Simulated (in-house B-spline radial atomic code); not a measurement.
RPA and G0W0 on wB97X: Cr VII (Cr6+)

Configuration [Ne] 3s2 3p6, mean-field start wB97X. Computed with a B-spline radial code for spherical atoms: all electrons, non-relativistic, point nucleus, each spin shell either full or empty, empty states to l = 9 with an (l + 1/2)⁻⁴ tail; G0W0 by contour deformation at full frequency.

Command:
```bash
python run_gw.py task.json out
```
Settings (radii: box in bohr, nucleus in fm):
```
Z                        24
electrons                18
configuration            [Ne] 3s2 3p6
hamiltonian              nr
method                   wb97x
lmax                     9
spin_polarised           False
box_radius               9.29
intervals                48
```

Run time, properties included: 1.5 s on 1 thread of Arm Neoverse N1 (shared host).

Energies (hartree):

| term | value |
| --- | --- |
| mean-field total | -1034.72547 |
| Hartree-Fock functional on these orbitals | -1033.85970 |
| direct second order | -1.3313 |
| second-order exchange | 0.44559 |
| SOSEX correction | 0.41167 |

**Question.** What is the RPA correlation energy, and what remains with SOSEX?

**Answer.** RPA gives -1.185 hartree (-1.79 eV per electron); RPA + SOSEX gives -0.77338, and the second-order doubles -0.8857 hartree (no singles). SOSEX takes back 35 % of the RPA value.

Quasi-particle levels (eV):

| level | occupied | mean field | Σx - vxc | Σc | QP weight | G0W0 |
| --- | --- | --- | --- | --- | --- | --- |
| 3p | yes | -154.09 | -5.96 | ? | ? | ? |
| 2p | yes | -687.67 | -34.40 | 10.40 | 0.905 | -711.66 |
| 3d | no | -96.67 | 8.58 | -3.05 | 0.974 | -91.14 |

G0W0 = mean field + (Σx - vxc) + Σc, with Σc (partial-wave tail included) taken at the quasi-particle energy. Only the outer levels were computed. Levels of low weight are left out.

**Question.** Where does G0W0 put 3p?

**Answer.** At -160.53 eV, with Σc = -0.49 eV and a quasi-particle weight of 0.965. The tabulated removal energy is 160.29 ± 0.06 eV (NIST, semi-empirical); the calculation leaves out relativity, Breit and QED terms, and what these don't explain is the method's own error.
